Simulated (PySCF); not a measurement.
# How methods differ on the fine-structure interval of F

F [He] 2s2 2p5 [2p1/2^2 2p3/2^3, M_J = 3/2] → F [He] 2s2 2p5 [2p1/2^1 2p3/2^4, M_J = 1/2], as a difference of total energies. Calculation: PySCF 2.14, in an even-tempered Gaussian basis (21 s from 0.019 bohr⁻², ratio 2.4; 14 p from 0.025 bohr⁻², ratio 2.4; 6 d from 1.2 bohr⁻², ratio 2.6; 5 f from 1.8 bohr⁻², ratio 2.6); the two-component X2C-1e Hamiltonian. Correlated levels: nothing frozen; the 30 highest virtual spinors dropped. "Screened" scales the spin-orbit matrix elements by Boettger's factors to mimic the two-electron term; Breit and QED terms are absent.

| method | fine-structure interval (cm⁻¹) | error (cm⁻¹) |
| --- | --- | --- |
| GHF (screened spin-orbit) | 326.03 | -78.1 |
| GMP2 (screened spin-orbit) | 375.23 | -28.9 |
| GHF (bare spin-orbit) | 427.92 | +23.8 |

Reference: 404.14 cm⁻¹ (measured; NIST Handbook of Basic Atomic Spectroscopic Data (Sansonetti and Martin, J. Phys. Chem. Ref. Data 34, 1559 (2005))).

GHF and GMP2 differ strongly here because the two determinants are spin-polarised to different degrees; the interval is a small difference of such terms.

The determinant of the upper state mixes levels of different J (the jj label is only the starting occupation), so the difference between spin-free and spin-orbit rows is not the physical spin-orbit shift.
